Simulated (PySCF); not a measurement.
# Ga(6+) (gallium, charge +6): PBE calculation

Configuration: [Ar] 3d7, high-spin 4F determinant. All numbers are calculated (PySCF 2.14, scalar relativity by spin-free X2C-1e, in an uncontracted even-tempered set (21 s from 0.19 bohr⁻², ratio 2.5; 14 p from 0.24 bohr⁻², ratio 2.5; 10 d from 0.24 bohr⁻², ratio 2.5; 5 f from 2.2 bohr⁻², ratio 2.7; 4 g from 3.3 bohr⁻², ratio 2.7)).

* Total energy: -1931.813 hartree
* One-electron energy: -2583.577 hartree
* Hartree (Coulomb) energy: 724.092 hartree
* Exchange-correlation energy: -72.329 hartree
* ⟨S²⟩: 3.7505
* ⟨L²⟩: 12.003
* Sum of ⟨r⟩: 11.58 bohr
* Sum of ⟨r²⟩: 8.191 bohr²
* Time after the integrals: 3.2 s of wall time on 2 threads of Neoverse-V2 (shared host)

```
shell  electrons  mean orbital energy (hartree)  spread (hartree)  rms radius, mean of both spins (bohr)
 1s α          1                     -379.94892                 0                                 0.0561
 1s β          1                     -379.94891                 0                                 0.0561
 2s α          1                      -50.84660                 0                                  0.236
 2s β          1                      -50.74555                 0                                  0.236
 2p α          3                      -44.82971                 0                                  0.211
 2p β          3                      -44.75423                 0                                  0.211
 3s α          1                       -9.66981                 0                                  0.680
 3s β          1                       -9.49284                 0                                  0.680
 3p α          3                       -7.83008                 0                                  0.704
 3p β          3                       -7.65525                 0                                  0.704
 3d α          5                       -4.82364           0.07082                                  0.747
 3d β          2                       -4.68786                 0                                  0.747
```

Densities and radii are taken from the X2C orbitals without a picture-change correction, which distorts them close to the nucleus.
